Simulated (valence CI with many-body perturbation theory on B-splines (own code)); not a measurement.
## E1 transitions of Pr10+

Computed by configuration interaction combined with many-body perturbation theory (CI+MBPT): three valence electrons over a frozen Dirac-Fock core [Kr] 4d10, radial functions for each j: 8 s, 8 p, 9 d, 9 f, 6 g, 3 h, 2 i, with the one-electron correlation potential Σ1, the two-electron term Σ2, the three-electron term Σ3, Breit, model QED; selected CI, second order for the rest, scaled by the run's own slope (own B-spline code, finite nucleus).

No measured spectrum was set against this ion. As an estimate, levels hold to about 250 cm⁻¹ or 0.2 % of their energy and the worst to 1 %, as in measured heavy ions of charge 2 to 7; those with d or f electrons hold less well. Core correlation moves these levels by up to 41000 cm⁻¹, and in measured spectra 5 to 20 % of such shifts remained as error; rates that hang on mixing are uncertain with them.

Lines 1 to 50 of 142 in falling wavelength, among levels below 41.144 eV, chosen from the strongest by gf and those to the six lowest levels. Wavelengths and rates use the calculated energies, so an error of 300 cm⁻¹ moves a line at 981.2 Å by 0.29 % and its rate by three times that or more. Electric multipoles are in the length gauge, E1 and E2 with the static RPA response of the core. Weak lines are less certain than strong ones. Lines between different terms over intervals too small for the method are left out, as are lines whose strength nearly cancels. Where a level lies close to another of its J and parity, the split of strength between their lines is uncertain. The highest levels of a list are the least certain.

Names give the largest LS component (configuration and term), which can be under half, so a name can repeat, a term be missing and a line seem to break the LS rules; names also repeat where a configuration has a term twice. Letters in brackets count levels of one name in rising energy.

```tsv
λ vac (Å)	Upper	Lower	A (s⁻¹)	S (a.u.)
981.2	4f5p² ⁴G°_5/2	4f5s5p ²G_7/2 [b]	1.40e+07	3.91e-02
966.8	4f5s5p ⁴G_5/2	5s²5p ²P°_3/2	1.71e+06	4.57e-03
960.5	4f²5p ⁴I°_9/2	4f5s5p ²G_7/2 [b]	8.07e+06	3.53e-02
910.7	4f5s5p ⁴F_3/2	5s²5p ²P°_3/2	7.83e+05	1.17e-03
901.8	4f5p² ⁴G°_5/2	4f5s5p ²F_5/2 [b]	5.53e+07	1.20e-01
897.1	5s5p² ⁴P_1/2	5s²5p ²P°_3/2	2.02e+07	1.44e-02
891.2	4f5s5p ⁴F_5/2 [a]	5s²5p ²P°_3/2	3.84e+06	8.05e-03
834.6	4f5s5p ²F_5/2 [a]	5s²5p ²P°_3/2	1.79e+07	3.08e-02
747.9	4f5p² ⁴G°_5/2	4f5s5p ²D_5/2 [a]	2.55e+07	3.17e-02
744.0	5s5p² ⁴P_3/2	5s²5p ²P°_3/2	4.84e+07	3.93e-02
739.7	4f5s5p ⁴G_5/2	4f5s² ²F°_7/2	4.68e+06	5.61e-03
723.7	4f²5s ⁴F_3/2	5s²5p ²P°_3/2	3.95e+04	2.95e-05
721.8	4f5s5p ⁴G_5/2	4f5s² ²F°_5/2	2.93e+07	3.26e-02
720.9	4f²5s ⁴F_5/2	5s²5p ²P°_3/2	1.21e+07	1.34e-02
719.1	4f5s5p ⁴F_7/2	4f5s² ²F°_7/2	2.36e+06	3.47e-03
709.3	4f²5p ⁴I°_9/2	4f5s5p ²F_7/2 [b]	1.56e+07	2.75e-02
702.2	4f5s5p ⁴F_7/2	4f5s² ²F°_5/2	5.52e+07	7.54e-02
700.7	4f5s5p ⁴F_5/2 [b]	5s²5p ²P°_3/2	1.76e+08	1.79e-01
696.9	4f²5p ⁴I°_9/2	4f²5s ²G_9/2	1.74e+07	2.90e-02
695.5	4f5s5p ²F_7/2 [a]	4f5s² ²F°_7/2	1.10e+08	1.46e-01
694.6	4f5s5p ⁴F_5/2 [a]	4f5s² ²F°_7/2	8.88e+07	8.81e-02
692.4	4f²5p ⁴I°_9/2	4f²5s ²G_7/2	6.27e+07	1.03e-01
690.1	4f5s5p ⁴F_3/2	4f5s² ²F°_5/2	2.11e+08	1.37e-01
685.0	4f5s5p ⁴F_9/2 [a]	4f5s² ²F°_7/2	2.49e+08	3.94e-01
683.6	4f²5p ⁴I°_9/2	4f²5s ²H_9/2	5.42e+08	8.55e-01
682.8	5s5p² ⁴P_5/2	5s²5p ²P°_3/2	1.91e+08	1.80e-01
679.6	4f5s5p ²F_7/2 [a]	4f5s² ²F°_5/2	2.52e+08	3.13e-01
678.8	4f5s5p ⁴F_5/2 [a]	4f5s² ²F°_5/2	2.45e+08	2.27e-01
678.2	4f5s5p ⁴D_3/2	5s²5p ²P°_3/2	4.53e+03	2.79e-06
677.8	4f²5p ⁴I°_9/2	4f5s5p ⁴F_9/2 [b]	8.94e+07	1.37e-01
671.4	4f5s5p ⁴F_3/2	5s²5p ²P°_1/2	2.30e+07	1.37e-02
667.5	4f²5p ⁴I°_9/2	4f²5s ⁴F_9/2	2.29e+07	3.36e-02
667.4	4f5s5p ⁴D_1/2	5s²5p ²P°_3/2	1.32e+04	3.88e-06
666.5	4f²5s ²F_5/2	5s²5p ²P°_3/2	3.49e+06	3.06e-03
664.0	5s5p² ⁴P_1/2	5s²5p ²P°_1/2	4.26e+08	1.23e-01
659.8	4f5s5p ²F_5/2 [a]	4f5s² ²F°_7/2	1.30e+08	1.11e-01
649.9	4f5s5p ²D_5/2 [a]	5s²5p ²P°_3/2	5.70e+05	4.63e-04
645.5	4f5s5p ²F_5/2 [a]	4f5s² ²F°_5/2	1.82e+08	1.45e-01
645.1	4f5s5p ²G_7/2 [a]	4f5s² ²F°_7/2	4.44e+08	4.71e-01
642.4	4f²5s ²D_3/2 [a]	5s²5p ²P°_3/2	3.33e+06	1.74e-03
636.1	4f²5p ⁴I°_9/2	4f²5s ⁴H_9/2	8.03e+08	1.02e+00
632.5	4f²5s ²D_3/2 [b]	5s²5p ²P°_3/2	9.28e+04	4.64e-05
631.4	4f5s5p ²G_7/2 [a]	4f5s² ²F°_5/2	4.96e+07	4.93e-02
630.9	4f²5p ⁴I°_9/2	4f²5s ⁴H_7/2	1.84e+09	2.28e+00
628.5	4f²5s ²D_5/2	5s²5p ²P°_3/2	8.50e+06	6.25e-03
619.3	4f²5s ⁴P_1/2	5s²5p ²P°_3/2	1.07e+05	2.50e-05
615.4	4f²5s ⁴P_3/2	5s²5p ²P°_3/2	2.65e+06	1.22e-03
613.4	4f²5s ⁴H_7/2	4f5s² ²F°_7/2	2.79e+05	2.55e-04
612.1	4f²5s ⁴P_5/2	5s²5p ²P°_3/2	6.68e+07	4.54e-02
608.6	4f5p² ⁴G°_5/2	4f5s5p ²G_7/2 [a]	7.55e+07	5.04e-02
```
